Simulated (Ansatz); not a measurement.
The first iterations of a band of FH + GaH3 (6 atoms, charge 0, multiplicity 1).

The calculation used Ansatz 0.2.0, RKS PBE/def2-SVP.

| Quantity | Value |
| --- | --- |
| movable images | 7 |
| climbing image | yes |
| spring | 5.0 eV/Å² |
| optimiser | lbfgs |
| start path | through a guess of the saddle point |
| force threshold | 0.05 eV/Å |
| iteration limit | 60 |
| end points | relaxed |

First end point:

```xyz
6
Properties=species:S:1:pos:R:3
Ga 0.005 0.063 0.010
H 0.011 0.246 1.625
H 1.394 0.166 -0.720
H -1.398 0.098 -0.701
F 0.065 -2.050 0.900
H 0.052 -1.434 1.639
```

Last end point:

```xyz
6
Properties=species:S:1:pos:R:3
Ga 0.016 -0.491 -0.367
H 0.016 0.175 2.111
H 1.436 0.141 -0.591
H -1.437 0.069 -0.572
F 0.062 -2.210 0.103
H 0.035 -0.596 2.068
```

| iteration | highest image above the first end (eV) | largest band force component (eV/Å) |
| --- | --- | --- |
| 1 | 0.762 | 2.468 |
| 2 | 0.620 | 1.798 |
| 3 | 0.343 | 2.142 |
| 4 | 0.316 | 0.815 |
| 5 | 0.285 | 0.528 |
| 6 | 0.240 | 0.653 |
| 7 | 0.231 | 0.418 |
| 8 | 0.225 | 0.364 |

Does the band converge within its limit, and where does its top end?

The forces met the threshold. It ended after 25 iterations with the highest image 0.173 eV above the first end. Another band between the same ends (7 images) ends at a top of the same energy, where a vibrational analysis finds 1 clearly imaginary mode. The orbitals stay closed-shell, which can raise the energy where a bond breaks towards radicals; this wasn't checked here.

Run time: 3.7 min on 1 thread of Arm Neoverse V1 (shared host), peak memory 0.11 GiB.
